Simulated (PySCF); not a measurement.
**Spinor energies of Pb⁺ (lead, charge +1)**

Start: [Xe] 4f14 5d10 6s2 6p1; 6p3/2 filled at m_j = +3/2. Calculated with PySCF 2.14 in x2c-TZVPall-2c (11s11p9d3f, 110 functions): generalised Hartree-Fock with the X2C-1e Hamiltonian and a Gaussian nucleus; spin-orbit coupling (SO) screened by Boettger's factors. This is a chosen level, not necessarily the ground level.

| spinor shell | electrons | ε, screened SO (eV) | weight of nominal j (screened SO) | rms radius, screened SO (bohr) |
| --- | --- | --- | --- | --- |
| 1s1/2 | 2 | -88478.9 | 1.000 | 0.0181 |
| 2s1/2 | 2 | -15986.6 | 1.000 | 0.0730 |
| 2p1/2 | 2 | -15328.8 | 1.000 | 0.0617 |
| 2p3/2 | 4 | -13134.3 | 1.000 | 0.0700 |
| 3s1/2 | 2 | -3915.9 | 1.000 | 0.186 |
| 3p1/2 | 2 | -3619.9 | 1.000 | 0.178 |
| 3p3/2 | 4 | -3123.4 | 1.000 | 0.195 |
| 3d3/2 | 4 | -2642.3 | 1.000 | 0.170 |
| 3d5/2 | 6 | -2537.1 | 1.000 | 0.175 |
| 4s1/2 | 2 | -931.95 | 1.000 | 0.408 |
| 4p1/2 | 2 | -802.68 | 1.000 | 0.412 |
| 4p3/2 | 4 | -679.47 | 1.000 | 0.446 |
| 4d3/2 | 4 | -468.74 | 1.000 | 0.455 |
| 4d5/2 | 6 | -445.09 | 1.000 | 0.466 |
| 5s1/2 | 2 | -175.09 | 1.000 | 0.915 |
| 4f5/2 | 6 | -169.53 | 1.000 | 0.493 |
| 4f7/2 | 8 | -164.56 | 1.000 | 0.495 |
| 5p1/2 | 2 | -128.70 | 1.000 | 0.985 |
| 5p3/2 | 4 | -105.76 | 1.000 | 1.07 |
| 5d3/2 | 4 | -39.064 | 0.999 | 1.35 |
| 5d5/2 | 6 | -36.204 | 0.999 | 1.41 |
| 6s1/2 | 2 | -22.519 | 1.000 | 2.46 |
| 6p3/2 | 1 | -12.873 | 1.000 | 3.38 |

| quantity | screened SO |
| --- | --- |
| E (hartree) | -20903.21436 |
| M_J | 3/2 |
| ⟨J²⟩ | 3.758 |
| ⟨L²⟩ | 2.202 |
| ⟨S²⟩ | 0.950 |

Each row is a mean over spinors that exchange with the open shell spreads, by up to 1.667 eV (6s1/2).

Breit and QED terms are absent; they matter most for the inner s and p1/2 levels.

Densities and radii are taken from the X2C orbitals without a picture-change correction, which distorts them close to the nucleus.
